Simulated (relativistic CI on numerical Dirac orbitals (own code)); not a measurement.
V5+: L2,3 absorption edge

Computed with this model: Dirac-Coulomb-Breit CI, separate exchange-only KLI orbitals for each configuration, model QED, valence Slater integrals scaled by 0.8, multiplet model of core-to-valence dipole absorption; configurations [Ne] 3s2 3p6 → [He] 2s2 2p5 3s2 3p6 3d; 300 K; Lorentzian 0.4 eV and Gaussian 0.3 eV FWHM. Energies are those of the free ion, without screening or charge transfer. The branching ratio is the share of the lower-energy edge in the whole absorption, uncertain by about 0.02 where the edges overlap. S is read from ⟨S²⟩ = S(S + 1).

Field parameters in Wybourne normalisation: Oh B⁴₀ = 21Dq, B⁴₄ = √(5/14) B⁴₀. The field is a parameter set, without covalency.

Computed curve for Oh, 10Dq = 20650 cm⁻¹, scaled to 100 at the maximum (points under 2 are left out and the grid is thinned):

```csv
Energy (eV),Intensity
523.8,2.1
524.6,2.6
524.8,5.0
525.1,13.1
525.4,9.6
525.6,6.0
525.9,3.7
526.2,2.0
527.0,2.4
527.3,4.0
527.6,8.8
527.8,18.9
528.1,50.1
528.4,31.2
528.6,13.8
528.9,5.3
529.2,2.9
529.4,2.2
530.8,2.3
531.1,3.7
531.3,6.2
531.6,19.0
531.9,34.8
532.1,21.9
532.4,7.3
532.7,3.8
532.9,3.2
533.2,3.1
533.5,3.7
533.7,4.7
534.0,8.2
534.3,19.4
534.5,43.5
534.8,100.0
535.1,50.7
535.3,22.1
535.6,8.6
535.9,4.5
536.1,3.3
536.4,2.2
```

The ground state has S = 0.00, and the centroid lies at 531.78 eV.
